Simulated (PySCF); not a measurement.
C$_{2}$H$_{7}$F$_{2}$NSi, singlet, at a GFN2-xTB geometry, atoms displaced at random by about 0.03 Å a coordinate; R2SCAN/STO-3G, gradient by finite differences (PySCF).

Here is a job for PySCF.
```python
from pyscf import gto, scf, dft

mol = gto.M(
    atom='''
C    -2.116448   -1.125606   -0.565163
N    -1.129349   -0.049574   -0.745590
Si    0.302346    0.204815    0.127708
C     1.751313   -1.068494    0.006375
F     0.781050    1.635856   -0.359736
F    -0.038329    0.426893    1.666151
H    -1.825957   -2.005117   -1.221596
H    -1.941471   -1.482254    0.416257
H    -3.002994   -0.851801   -0.778586
H    -1.246613    0.438192   -1.706783
H     1.371851   -2.041387    0.283537
H     2.183439   -1.075358   -0.988127
H     2.525169   -0.747759    0.666839
''',
    basis='sto-3g',
    charge=0,
    spin=0,
    verbose=4,
)

mf = dft.RKS(mol)
mf.xc = 'r2scan'
mf.conv_tol = 1e-11
mf.kernel()
scan, done = mf.as_scanner(), []
scan.scf_summary = {}
def energy(d):
    c = mol.atom_coords()
    c[7, 0] += d
    e = scan(mol.set_geom_(c, unit='Bohr', inplace=False))
    done.append(scan.converged)
    return e
h = 0.2
fd = (energy(h) - energy(-h)) / (2 * h)
print('dE/dx =', fd)
```

### Question
What does PySCF print? Leave out banner, timings and long lists.

### Answer

```
PySCF version 2.14.0

[INPUT] verbose = 4
[INPUT] num. atoms = 13
[INPUT] num. electrons = 58
[INPUT] charge = 0
[INPUT] spin (= nelec alpha-beta = 2S) = 0
[INPUT] symmetry False subgroup None
[INPUT] Mole.unit = angstrom
[INPUT] Symbol           X                Y                Z      unit          X                Y                Z       unit  Magmom
[...]
nuclear repulsion = 336.464368665218
number of shells = 27
number of NR pGTOs = 123
number of NR cGTOs = 41
basis = sto-3g
ecp = {}

******** <class 'pyscf.dft.rks.RKS'> ********
method = RKS
initial guess = minao
damping factor = 0
level_shift factor = 0
DIIS = <class 'pyscf.scf.diis.CDIIS'>
diis_start_cycle = 1
diis_space = 8
diis_damp = 0
SCF conv_tol = 1e-11
SCF conv_tol_grad = None
SCF max_cycles = 50
direct_scf = True
direct_scf_tol = 1e-13
XC library pyscf.dft.libxc version 7.1.2
    S. Lehtola, C. Steigemann, M. J. T. Oliveira, and M. A. L. Marques,  SoftwareX 7, 1–5 (2018)
XC functionals = r2scan
    J. W. Furness, A. D. Kaplan, J. Ning, J. P. Perdew, and J. Sun,  J. Phys. Chem. Lett. 11, 8208–8215 (2020)
    J. W. Furness, A. D. Kaplan, J. Ning, J. P. Perdew, and J. Sun,  J. Phys. Chem. Lett. 11, 9248–9248 (2020)
    J. W. Furness, A. D. Kaplan, J. Ning, J. P. Perdew, and J. Sun,  J. Phys. Chem. Lett. 11, 8208–8215 (2020)
    J. W. Furness, A. D. Kaplan, J. Ning, J. P. Perdew, and J. Sun,  J. Phys. Chem. Lett. 11, 9248–9248 (2020)
radial grids:
    Treutler-Ahlrichs [JCP 102, 346 (1995); DOI:10.1063/1.469408] (M4) radial grids

becke partition: Becke, JCP 88, 2547 (1988); DOI:10.1063/1.454033
pruning grids: <function nwchem_prune>
grids dens level: 3
symmetrized grids: False
atomic radii adjust function: <function treutler_atomic_radii_adjust>
small_rho_cutoff = 0
Set gradient conv threshold to 3.16228e-06
Initial guess from minao.
tot grids = 158504
init E= -616.672365294757
[...]
cycle= 1 E= -616.148976976454  delta_E= 0.523  |g|= 0.659  |ddm|= 4.32
[...]
cycle= 2 E= -616.131449389517  delta_E= 0.0175  |g|= 0.735  |ddm|= 2.29
[...]
cycle= 3 E= -616.317081356823  delta_E= -0.186  |g|= 0.101  |ddm|= 1.28
[...]
cycle= 4 E= -616.320411615096  delta_E= -0.00333  |g|= 0.0205  |ddm|= 0.193
[...]
cycle= 5 E= -616.320550782414  delta_E= -0.000139  |g|= 0.0031  |ddm|= 0.0345
[...]
cycle= 6 E= -616.320553782366  delta_E= -3e-06  |g|= 0.000984  |ddm|= 0.00605
[...]
cycle= 7 E= -616.320554127782  delta_E= -3.45e-07  |g|= 0.000213  |ddm|= 0.00187
[...]
cycle= 8 E= -616.32055414396  delta_E= -1.62e-08  |g|= 4.82e-05  |ddm|= 0.000417
[...]
cycle= 9 E= -616.320554144845  delta_E= -8.86e-10  |g|= 2.5e-06  |ddm|= 8.77e-05
[...]
cycle= 10 E= -616.320554144849  delta_E= -4.09e-12  |g|= 2.74e-07  |ddm|= 6.21e-06
[...]
Extra cycle  E= -616.320554144847  delta_E= 2.73e-12  |g|= 2.34e-07  |ddm|= 1.01e-06
converged SCF energy = -616.320554144847
Create scanner for <class 'pyscf.dft.rks.RKS'>

WARN: Mole.unit (angstrom) is changed to Bohr

New geometry
   1 C     -2.116448000000  -1.125606000000  -0.565163000000 AA   -3.999507076883  -2.127087064167  -1.068003285738 Bohr
   2 N     -1.129349000000  -0.049574000000  -0.745590000000 AA   -2.134160309051  -0.093681282899  -1.408960901214 Bohr
   3 Si     0.302346000000   0.204815000000   0.127708000000 AA    0.571351134858   0.387044256203   0.241333143916 Bohr
   4 C      1.751313000000  -1.068494000000   0.006375000000 AA    3.309501928390  -2.019161025741   0.012047004044 Bohr
   5 F      0.781050000000   1.635856000000  -0.359736000000 AA    1.475970589592   3.091319819227  -0.679802517147 Bohr
   6 F     -0.038329000000   0.426893000000   1.666151000000 AA   -0.072431312628   0.806710854494   3.148569072170 Bohr
   7 H     -1.825957000000  -2.005117000000  -1.221596000000 AA   -3.450558645232  -3.789121977710  -2.308481874864 Bohr
   8 H     -1.835635557816  -1.482254000000   0.416257000000 AA   -3.468848468785  -2.801054107041   0.786611727433 Bohr
   9 H     -3.002994000000  -0.851801000000  -0.778586000000 AA   -5.674836213712  -1.609670602631  -1.471314304421 Bohr
  10 H     -1.246613000000   0.438192000000  -1.706783000000 AA   -2.355757153322   0.828062869975  -3.225352424064 Bohr
  11 H      1.371851000000  -2.041387000000   0.283537000000 AA    2.592422673711  -3.857662344247   0.535807276181 Bohr
  12 H      2.183439000000  -1.075358000000  -0.988127000000 AA    4.126101719694  -2.032132105860  -1.867289406288 Bohr
  13 H      2.525169000000  -0.747759000000   0.666839000000 AA    4.771877828242  -1.413059717179   1.260143079179 Bohr

******** <class 'pyscf.scf.hf.RKS_Scanner'> ********
method = RKS_Scanner
initial guess = minao
damping factor = 0
level_shift factor = 0
DIIS = <class 'pyscf.scf.diis.CDIIS'>
diis_start_cycle = 1
diis_space = 8
diis_damp = 0
SCF conv_tol = 1e-11
SCF conv_tol_grad = None
SCF max_cycles = 50
direct_scf = True
direct_scf_tol = 1e-13
XC library pyscf.dft.libxc version 7.1.2
    S. Lehtola, C. Steigemann, M. J. T. Oliveira, and M. A. L. Marques,  SoftwareX 7, 1–5 (2018)
XC functionals = r2scan
    J. W. Furness, A. D. Kaplan, J. Ning, J. P. Perdew, and J. Sun,  J. Phys. Chem. Lett. 11, 8208–8215 (2020)
    J. W. Furness, A. D. Kaplan, J. Ning, J. P. Perdew, and J. Sun,  J. Phys. Chem. Lett. 11, 9248–9248 (2020)
    J. W. Furness, A. D. Kaplan, J. Ning, J. P. Perdew, and J. Sun,  J. Phys. Chem. Lett. 11, 8208–8215 (2020)
    J. W. Furness, A. D. Kaplan, J. Ning, J. P. Perdew, and J. Sun,  J. Phys. Chem. Lett. 11, 9248–9248 (2020)
radial grids:
    Treutler-Ahlrichs [JCP 102, 346 (1995); DOI:10.1063/1.469408] (M4) radial grids

becke partition: Becke, JCP 88, 2547 (1988); DOI:10.1063/1.454033
pruning grids: <function nwchem_prune>
grids dens level: 3
symmetrized grids: False
atomic radii adjust function: <function treutler_atomic_radii_adjust>
small_rho_cutoff = 0
Set gradient conv threshold to 3.16228e-06
tot grids = 158504
init E= -616.310747763139
[...]
cycle= 1 E= -616.316410132367  delta_E= -0.00566  |g|= 0.0117  |ddm|= 0.0788
[...]
cycle= 2 E= -616.316425893109  delta_E= -1.58e-05  |g|= 0.0107  |ddm|= 0.0382
[...]
cycle= 3 E= -616.316463836886  delta_E= -3.79e-05  |g|= 0.00224  |ddm|= 0.0202
[...]
cycle= 4 E= -616.316465475893  delta_E= -1.64e-06  |g|= 0.000444  |ddm|= 0.00394
[...]
cycle= 5 E= -616.316465535305  delta_E= -5.94e-08  |g|= 5.37e-05  |ddm|= 0.000636
[...]
cycle= 6 E= -616.316465536355  delta_E= -1.05e-09  |g|= 1.23e-05  |ddm|= 0.000104
[...]
cycle= 7 E= -616.316465536407  delta_E= -5.21e-11  |g|= 3.58e-06  |ddm|= 2.69e-05
[...]
cycle= 8 E= -616.316465536412  delta_E= -5.23e-12  |g|= 3.47e-07  |ddm|= 6.45e-06
[...]
Extra cycle  E= -616.316465536412  delta_E= -2.27e-13  |g|= 3.42e-07  |ddm|= 1.21e-06
converged SCF energy = -616.316465536412

WARN: Mole.unit (angstrom) is changed to Bohr

New geometry
   1 C     -2.116448000000  -1.125606000000  -0.565163000000 AA   -3.999507076883  -2.127087064167  -1.068003285738 Bohr
   2 N     -1.129349000000  -0.049574000000  -0.745590000000 AA   -2.134160309051  -0.093681282899  -1.408960901214 Bohr
   3 Si     0.302346000000   0.204815000000   0.127708000000 AA    0.571351134858   0.387044256203   0.241333143916 Bohr
   4 C      1.751313000000  -1.068494000000   0.006375000000 AA    3.309501928390  -2.019161025741   0.012047004044 Bohr
   5 F      0.781050000000   1.635856000000  -0.359736000000 AA    1.475970589592   3.091319819227  -0.679802517147 Bohr
   6 F     -0.038329000000   0.426893000000   1.666151000000 AA   -0.072431312628   0.806710854494   3.148569072170 Bohr
   7 H     -1.825957000000  -2.005117000000  -1.221596000000 AA   -3.450558645232  -3.789121977710  -2.308481874864 Bohr
   8 H     -2.047306442184  -1.482254000000   0.416257000000 AA   -3.868848468785  -2.801054107041   0.786611727433 Bohr
   9 H     -3.002994000000  -0.851801000000  -0.778586000000 AA   -5.674836213712  -1.609670602631  -1.471314304421 Bohr
  10 H     -1.246613000000   0.438192000000  -1.706783000000 AA   -2.355757153322   0.828062869975  -3.225352424064 Bohr
  11 H      1.371851000000  -2.041387000000   0.283537000000 AA    2.592422673711  -3.857662344247   0.535807276181 Bohr
  12 H      2.183439000000  -1.075358000000  -0.988127000000 AA    4.126101719694  -2.032132105860  -1.867289406288 Bohr
  13 H      2.525169000000  -0.747759000000   0.666839000000 AA    4.771877828242  -1.413059717179   1.260143079179 Bohr

******** <class 'pyscf.scf.hf.RKS_Scanner'> ********
method = RKS_Scanner
initial guess = minao
damping factor = 0
level_shift factor = 0
DIIS = <class 'pyscf.scf.diis.CDIIS'>
diis_start_cycle = 1
diis_space = 8
diis_damp = 0
SCF conv_tol = 1e-11
SCF conv_tol_grad = None
SCF max_cycles = 50
direct_scf = True
direct_scf_tol = 1e-13
XC library pyscf.dft.libxc version 7.1.2
    S. Lehtola, C. Steigemann, M. J. T. Oliveira, and M. A. L. Marques,  SoftwareX 7, 1–5 (2018)
XC functionals = r2scan
    J. W. Furness, A. D. Kaplan, J. Ning, J. P. Perdew, and J. Sun,  J. Phys. Chem. Lett. 11, 8208–8215 (2020)
    J. W. Furness, A. D. Kaplan, J. Ning, J. P. Perdew, and J. Sun,  J. Phys. Chem. Lett. 11, 9248–9248 (2020)
    J. W. Furness, A. D. Kaplan, J. Ning, J. P. Perdew, and J. Sun,  J. Phys. Chem. Lett. 11, 8208–8215 (2020)
    J. W. Furness, A. D. Kaplan, J. Ning, J. P. Perdew, and J. Sun,  J. Phys. Chem. Lett. 11, 9248–9248 (2020)
radial grids:
    Treutler-Ahlrichs [JCP 102, 346 (1995); DOI:10.1063/1.469408] (M4) radial grids

becke partition: Becke, JCP 88, 2547 (1988); DOI:10.1063/1.454033
pruning grids: <function nwchem_prune>
grids dens level: 3
symmetrized grids: False
atomic radii adjust function: <function treutler_atomic_radii_adjust>
small_rho_cutoff = 0
Set gradient conv threshold to 3.16228e-06
tot grids = 158504
init E= -616.331488677737
[...]
cycle= 1 E= -616.322018294134  delta_E= 0.00947  |g|= 0.0172  |ddm|= 0.155
[...]
cycle= 2 E= -616.322052999618  delta_E= -3.47e-05  |g|= 0.0159  |ddm|= 0.0567
[...]
cycle= 3 E= -616.32213505845  delta_E= -8.21e-05  |g|= 0.00346  |ddm|= 0.0304
[...]
cycle= 4 E= -616.322138955869  delta_E= -3.9e-06  |g|= 0.000572  |ddm|= 0.00587
[...]
cycle= 5 E= -616.322139055524  delta_E= -9.97e-08  |g|= 7.09e-05  |ddm|= 0.000821
[...]
cycle= 6 E= -616.32213905724  delta_E= -1.72e-09  |g|= 1.82e-05  |ddm|= 0.000137
[...]
cycle= 7 E= -616.322139057357  delta_E= -1.17e-10  |g|= 4.96e-06  |ddm|= 3.93e-05
[...]
cycle= 8 E= -616.322139057367  delta_E= -9.66e-12  |g|= 5.62e-07  |ddm|= 9.1e-06
[...]
Extra cycle  E= -616.322139057369  delta_E= -2.27e-12  |g|= 5.62e-07  |ddm|= 1.94e-06
converged SCF energy = -616.322139057369
dE/dx = 0.014183802391869449
```
